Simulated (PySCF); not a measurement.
# Reading the logs of faulty runs: Al2ClHO

All numbers below are calculated, not measured. They come from PySCF 2.14.0, an open-source quantum chemistry program, on an isolated molecule that a program drew, which may never have been made. The molecule is Al2ClHO (charge 0, singlet), drawn as the SMILES string `[Al][O][AlH][Cl]`.

Each row is a Hartree-Fock (HF) and frozen-core CCSD(T) single point in the cc-pV(D+d)Z basis, meant for a local HF minimum. Run 1 is clean. Each other run has one planted mistake out of seven kinds, and not every kind appears here: one electron removed, one electron added, multiplicity raised by two, geometry at a saddle point, minimal basis STO-3G, one bond length entered in bohr, all coordinates scaled. The reference is restricted for singlets and unrestricted otherwise, and also for a bond in bohr. Adding or removing an electron swaps singlet and doublet. Electrons count all cores. HOMO and LUMO are orbital energies over both spins, the gradient is its largest component, and the lowest frequency (negative if imaginary) is given only where the gradient is small. Bond lengths are over the 4 bonds as drawn. T1 is the CCSD diagnostic: over 0.02 (restricted) or 0.045 (unrestricted) a single reference is doubtful.

Geometry of the clean run:
```xyz
5
Al2ClHO, angstrom
Al    1.5161   -0.2112   -1.5111
O     1.1573    1.0401   -0.4159
Al    0.8060    2.2116    0.7259
Cl    0.6571    1.6484    2.7575
H     0.5809    3.7118    0.3603
```

| run | electrons | basis functions | <S^2> | HOMO (eV) | LUMO (eV) | gradient (hartree/bohr) | lowest frequency (cm^-1) | mean bond (Å) | longest bond (Å) | T1 | HF (hartree) | CCSD(T) (hartree) | mistake |
|---|---|---|---|---|---|---|---|---|---|---|---|---|---|
| 1 | 52 | 88 | 0.000 | -8.70 | 1.52 | 6.0e-06 | 67 | 1.7621 | 2.114 | 0.0151 | -1018.98388 | -1019.45150 | no fault |
| 2 | 52 | 88 | 2.002 | -6.16 | -0.33 | 3.8e-03 | - | 1.7621 | 2.114 | 0.0166 | -1018.89897 | -1019.33467 | multiplicity raised by two |
| 3 | 52 | 33 | 0.000 | -4.85 | 8.98 | 4.3e-02 | - | 1.7621 | 2.114 | 0.0204 | -1007.17832 | -1007.30548 | minimal basis STO-3G |
| 4 | 51 | 88 | 0.752 | -15.50 | -7.38 | 5.7e-02 | - | 1.7621 | 2.114 | 0.0196 | -1018.69005 | -1019.12491 | one electron removed |
| 5 | 52 | 88 | 0.000 | -8.65 | 1.56 | 1.1e-02 | - | 1.7356 | 2.082 | 0.0146 | -1018.98263 | -1019.44887 | ? |

**Which mistake was planted in run 5, and what did it cost?**

The mean and the longest bond both change by the same factor, 0.985, and the gradient is no longer small. So the mistake is: all coordinates scaled. Subtracting run 1 and multiplying by 627.51 kcal/mol a hartree, the energy moved by 0.8 kcal/mol in HF and 1.7 kcal/mol in CCSD(T).

Cautions from the logs. Run 3: T1 is over the limit, so its CCSD(T) energy is less reliable.
